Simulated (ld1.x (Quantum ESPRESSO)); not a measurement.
## What one change does to a pseudopotential (N, PAW)

| Property | Result |
| --- | --- |
| Element | nitrogen |
| Generator | ld1.x (Quantum ESPRESSO) 7.5 |
| Type | PAW |
| Functional | PBE |
| Relativity | scalar-relativistic |
| Frozen core | [He] |
| Valence charge | 5 |
| Reference configuration | 2s2 2p2.75 (charge +0.25) |
| Partial waves | 2s (bound): rcut 0.65, rcutus 0.75 bohr; 2s channel at 3.2 Ry: rcut 0.65, rcutus 0.75 bohr; 2p (bound): rcut 1.40, rcutus 1.50 bohr; 2p channel at 2.25 Ry: rcut 1.40, rcutus 1.50 bohr |
| Local potential | all-electron potential smoothed inside 1.15 bohr (lloc = -1) |
| Core correction | a·sin(br)/r model core, default radius (core density twice the valence density) |
| Augmentation charge | GAUSS, radius 0.70 bohr |

All-electron outer shells of the reference configuration (PBE, scalar-relativistic, ld1.x):

| shell | level (eV) | outermost node (bohr) | outermost maximum (bohr) |
| --- | --- | --- | --- |
| 1s | -388.43 | – | 0.15 |
| 2s | -21.74 | 0.32 | 1.00 |
| 2p | -10.15 | – | 0.96 |

Change: core correction a·sin(br)/r model core, default radius (ld1.x builds one for every PAW set, though the input has nlcc=.false.).

Cutoffs: the cutoffs (Ry, on a coarse ladder) from which the occupation-weighted sum of valence levels, in a spherical-Bessel basis at the reference potential, stays within 10 and 1 mRy of its value at 400 Ry; they do not see the model core or the augmentation charge, which bear on the density cutoff. Errors are all-electron minus pseudo energies relative to the spin-unpolarised reference configuration.

Question: What does the change do?

Answer: The potential gets neither clearly harder nor softer (70 Ry and 80 Ry → 70 Ry and 80 Ry); both files keep a bound ghost (s); of the 7 tests that both files solve, the error grows in 4 and shrinks in 0 by more than 15 % and 0.3 meV (median size 1.8 → 2.1 meV). The default core radius of the base comes out at 0.41 bohr. A model core, the more so a compact one, raises the density cutoff, which this test does not measure.

| quantity | base | changed |
| --- | --- | --- |
| cutoff, loose | 70 Ry | 70 Ry |
| cutoff, tight | 80 Ry | 80 Ry |
| bound ghosts | s | s |
| error for 2s2 2p3, meV [ΔE -2.15 eV] | 0.0 | 0.0 |
| error for 2s2 2p2, meV [ΔE 11.44 eV] | -1.8 | -2.4 |
| error for 2s2 2p1, meV [ΔE 40.30 eV] | -9.6 | -14 |
| error for 2s1 2p4, meV [ΔE 9.36 eV] | -1.6 | -2.1 |
| error for 2s2 2p0, meV [ΔE 87.38 eV] | -18 | -32 |
| error for 2s0 2p5, meV [ΔE 20.89 eV] | -1.8 | -1.7 |
| error for 2s1 2p3, meV [ΔE 23.22 eV] | -0.9 | -0.9 |
| s: phases at 1.65 bohr within 0.05 rad from the reference energy up to (Ry; the scan ends near 5) | to the end of the scan | to the end of the scan |
| p: phases at 1.65 bohr within 0.05 rad from the reference energy up to (Ry; the scan ends near 5) | to the end of the scan | to the end of the scan |
| lowest overlap eigenvalue by channel | s 0.71, p 0.68 | s 0.71, p 0.68 |

 A true bound ghost makes a file unfit for plane-wave use even where its test errors are small: the radial tests pick states by their node count and pass the ghost by.
